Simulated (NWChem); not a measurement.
# SnH3O3, doublet; SMILES [OH][Sn]([OH])[OH]

```xyz
7

Sn     0.0000     0.0000     0.2621
O      1.7643    -0.5046    -0.5301
H      1.7949    -1.4487    -0.7359
O     -1.3192    -1.2757    -0.5301
H     -2.1520    -0.8301    -0.7359
O     -0.4452     1.7803    -0.5301
H      0.3571     2.2787    -0.7359
```
Atoms are numbered in this order, from 1.

Level: PBE0/def2-SVP with def2 effective core potentials on Sn, spin-unrestricted (NWChem), optimised geometry, unscaled harmonic frequencies. In the optimisation the excess spin sits in a (C3, its own frame). This spin state was assumed; another may lie lower. def2 effective core potentials on Sn; no spin-orbit coupling.

Problem. List the harmonic frequencies with IR intensities, and the thermochemistry.

Solution. 
```
frequency (cm⁻¹)  IR intensity (km/mol)
----------------  ---------------------
61                                 37.0
61                                 37.0
119                               145.1
197                               113.0
203                                 9.9
203                                 9.9
576                                17.3
592                                85.0
592                                85.0
796                                41.8
816                                80.5
816                                80.5
3863                              111.6
3863                              111.6
3865                               27.1
```

```
Quantity                                                                           Result
-----------------------------------------------------------------------  ----------------
zero-point energy                                                           23.8 kcal/mol
thermal correction to the enthalpy at 298.15 K (with zero-point energy)     29.1 kcal/mol
heat capacity Cv                                                         22.4 cal/(mol K)
```

Rigid rotor and harmonic oscillator; modes under 100 cm⁻¹ make the entropy uncertain.
